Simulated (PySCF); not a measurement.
B(vinyl)(OMe)(NH2) (C₃H₈BNO), SMILES C=CB(N)OC.

Geometry: PBE0-D3(BJ)/def2-SVP. One conformer was computed; it need not be the lowest.

Method: B3LYP/def2-TZVP in PySCF.

| Item | Result |
|---|---|
| total energy | -274.14983 hartree |
| point group | Cs |
| highest occupied level | -7.09 eV |
| lowest empty level | -0.50 eV |
| orbital gap | 6.60 eV |
| dipole moment | 2.17 D |
| quadrupole, principal values (traceless, Buckingham form, about the centre of nuclear charge) | -7.59, 3.25, 4.33 D·Å |
| mean static polarisability | 63.3 bohr³ (9.38 Å³) |
| polarisability, principal values | 44.9, 64.8, 80.1 bohr³ |
